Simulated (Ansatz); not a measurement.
Gas-phase electronic energies from Ansatz, PBE0-D4/def2-TZVP geometries. CCSD(T)/CBS is the MP2 limit (def2-TZVPP, def2-QZVPP) plus CCSD(T) − MP2 in def2-TZVPP, frozen cores. Functionals use def2-TZVPP.

Reaction (cleavage of the Si–Al bond): `[SiH3][Al]1[O][SiH2]1` + `BN[SiH3]` → `BN([SiH3])[SiH3]` + `[O]1[AlH][SiH2]1`

CCSD(T)/CBS gives -0.26 eV.

Q: Another level gave -0.24 eV. Which?
A. CCSD(T)/def2-TZVPP
B. BHLYP-D4/def2-TZVPP
C. r2SCAN0/def2-TZVPP
D. PBE0/def2-TZVPP

A: A. CCSD(T)/def2-TZVPP -0.24, r2SCAN0 -0.18, BHLYP-D4 -0.31, PBE0 -0.05 eV.

Largest T1 diagnostic among the species: 0.016.

From BLYP to BHLYP (50 % exact exchange), in def2-TZVPP and without D4, ΔE moves by −0.17 eV. At CCSD(T), def2-SVP lies +0.08 eV from the extrapolated value and def2-TZVPP +0.02 eV. Leaving LDA and LC-ωPBE aside and taking each functional with its dispersion term where it has one, the values, not all of them listed here, spread over 0.28 eV, from BHLYP-D4 to PBE-D4. LDA lies −0.09 eV from PBE without D4.
